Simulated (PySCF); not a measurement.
Can point charges reproduce the dipole moment of `FC(F)O[C@@H]1O[Si@@H](F)O[SiH2]1`?

Coordinates (GFN2-xTB, Å) and charges (e) from the PBE0/pcSseg-1 density (PySCF):

```
atom       x       y       z  Mulliken      IAO  Hirshfeld  ESP-fitted
  F1   3.250  -1.082  -0.042   -0.2808  -0.2931    -0.1117     -0.2210
  C2   1.999  -0.918   0.426   +0.6965  +0.6075    +0.1981     +0.4946
  F3   1.465  -2.164   0.467   -0.2967  -0.3093    -0.1176     -0.2153
  O4   1.312  -0.115  -0.414   -0.4849  -0.3804    -0.1442     -0.3117
  C5   0.349   0.731   0.198   +0.0554  -0.0201    +0.0269     -0.0534
  O6  -0.481  -0.014   1.040   -0.6086  -0.6419    -0.2281     -0.4034
 Si7  -1.864  -0.575   0.392   +1.2155  +1.5564    +0.5428     +0.9149
  F8  -3.023  -0.188   1.411   -0.3982  -0.5183    -0.1923     -0.2986
  O9  -1.991   0.365  -0.942   -0.7166  -0.8894    -0.3155     -0.5050
Si10  -0.741   1.354  -1.283   +0.8902  +1.0086    +0.4265     +0.6271
 H11   2.053  -0.547   1.464   +0.0803  +0.1320    +0.0481     +0.0798
 H12   0.867   1.462   0.831   +0.1416  +0.1456    +0.0423     +0.1455
 H13  -1.890  -1.965   0.041   -0.1101  -0.1528    -0.0519     -0.0823
 H14  -0.140   0.936  -2.532   -0.0804  -0.1136    -0.0588     -0.0778
 H15  -1.168   2.730  -1.079   -0.1031  -0.1310    -0.0645     -0.0934
```

Question: Form Σ q r in debye for every column and set it beside the full dipole.

Answer: The full density gives (0.10, 2.13, -0.23) D, 2.15 D in size; dipole vectors point from the negative to the positive end.

```tsv
scheme	μx	μy	μz	size (D)	share of the full size (%)	angle to the full dipole (°)
Mulliken	0.26	3.62	-1.24	3.83	179	13
IAO	0.75	3.30	-1.10	3.56	166	15
Hirshfeld	-0.05	1.56	-0.60	1.67	78	16
ESP-fitted	0.12	2.17	-0.20	2.18	101	1
```

Question: Which set comes closest?

Answer: Length of the difference vector: ESP-fitted 0.05 D, Hirshfeld 0.70 D, IAO 1.59 D, Mulliken 1.81 D. Closest: ESP-fitted. 

Question: What is left for the Hirshfeld atoms' own dipoles?

Answer: The Hirshfeld atoms' densities add up to the full density, so μ = Σ q r + Σ (atomic dipoles). The atomic dipoles sum to (0.10, 2.13, -0.23) − (-0.05, 1.56, -0.60) = (0.15, 0.57, 0.37) D, 0.70 D in size.

Question: With the origin at the mean of the coordinates, (0.000, 0.001, -0.001) Å, which are the largest single terms, by size, of the IAO dipole along the direction of the full one?

Answer: Si10 +7.00, Si7 -5.27, F3 +3.16, C2 -2.51, H15 -1.74 D; all 15 atoms together +3.43 D. The single terms depend on the origin, their sum doesn't.

Question: Give the size of the full dipole in other units.

Answer: 2.15 D = 0.845 au = 0.447 e·Å = 7.16 × 10⁻³⁰ C·m.

The structure is a single GFN2-xTB conformer in the gas phase; no vibrational or solvent corrections.

The run behind these numbers computed NMR shieldings as well. Hardware: an Arm Neoverse N1 with one thread, on a shared host. Cost: 92 s wall (with the writing of density and orbital grids), 0.93 GiB resident at most.
